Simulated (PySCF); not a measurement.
**Computed properties of Mo(S)2(OH)(Me) (CH4MoOS2), SMILES [Mo]([CH3])(=[S])([OH])=[S], multiplicity 1**

Mo(S)2(OH)(Me) (CH4MoOS2), SMILES [OH][Mo](=[S])([CH3])=[S], multiplicity 1. Geometry optimised at B3LYP-D3(BJ)/def2-SVP. The spin state was assumed, not searched. The def2 effective core potentials stand for the cores of Mo; spin–orbit coupling is left out. Other conformers were not sampled. All values are computed for the isolated molecule unless a solvent is named; none is compared with measurement here.

**Structure.** All 21 harmonic modes at B3LYP-D3(BJ)/def2-SVP (PySCF) are real, so it is a minimum. With heavy atoms numbered as in [Mo:1](=[S:2])(=[S:3])([OH:4])[CH3:6], the shortest bond between them is Mo1–O4 at 1.866 Å and the longest Mo1–S2 at 2.118 Å.

**Vibrations.** The strongest infrared lines (harmonic, unscaled, degenerate partners summed) lie at 3824 cm⁻¹ (269 km/mol, H 94 %), 596 cm⁻¹ (130 km/mol, H 59 %, O 17 %, S 12 %), 746 cm⁻¹ (93 km/mol, O 66 %, Mo 19 %, H 13 %). The softest mode is at 161 cm⁻¹ and the zero-point energy is 32.7 kcal/mol.

**Electronic structure.** ωB97X/def2-TZVP (PySCF) places the frontier levels at -9.38 and -1.14 eV, a gap of 8.24 eV, and gives a dipole moment of 2.76 D and a mean polarisability of 98.3 bohr³. PBE/def2-TZVP (PySCF) at the same geometry gives -6.14 and -3.77 eV, so its gap is 5.87 eV narrower. An orbital gap is neither the optical nor the fundamental gap.

**Excitations.** TDDFT-CAM-B3LYP/def2-SVPD (PySCF) has S1 at 2.51 eV (494 nm, f = 0.001, dark); the most intense of the 10 singlets computed lies at 4.58 eV (f = 0.03). T1 (TDA) is at 2.23 eV. TDDFT-PBE/def2-SVPD (PySCF) puts S1 at 2.52 eV.
